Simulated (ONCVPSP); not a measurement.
**Reading a pseudo-wave (boron (B))**

Columns: radius, all-electron u(r) and pseudo u(r) of the 2p shell (level -3.61 eV) of boron in the configuration [He] 2s2 2p1; PBE, scalar-relativistic, ONCV scheme, ONCVPSP 4.0.1.

```csv
r (bohr),all-electron,pseudo
0.145,0.0515,0.0199
0.290,0.1515,0.0768
0.435,0.2579,0.1622
0.580,0.3543,0.2642
0.725,0.4351,0.3698
0.870,0.5001,0.4670
1.015,0.5511,0.5470
1.160,0.5878,0.6053
1.305,0.6116,0.6410
1.450,0.6241,0.6567
1.595,0.6272,0.6566
1.740,0.6228,0.6455
1.885,0.6124,0.6278
2.030,0.5974,0.6065
2.175,0.5790,0.5835
2.320,0.5581,0.5600
2.465,0.5355,0.5361
2.610,0.5119,0.5120
2.755,0.4878,0.4878
2.900,0.4636,0.4636
3.045,0.4395,0.4395
3.190,0.4160,0.4160
3.335,0.3930,0.3930
3.480,0.3709,0.3709
3.625,0.3495,0.3495
3.770,0.3291,0.3291
```

Problem. How many radial nodes do the two functions have?

Solution. The all-electron 2p function has n − l − 1 = 0; the pseudo-wave has 0.

Problem. At about which radius was the pseudo-wave matched?

Solution. 2.90 bohr. The columns agree to 0.0005 from 2.61 bohr on; several derivatives are matched, so the curves merge somewhat inside the radius.

Problem. Where does each function peak?

Solution. Outermost all-electron maximum near 1.59 bohr, pseudo maximum near 1.45 bohr (to the table’s step).

Problem. Is the pseudo-wave norm-conserving?

Solution. Yes: the ONCV scheme keeps the norm inside the radius equal to the all-electron one, which fixes the energy derivative of the logarithmic derivative at the level.
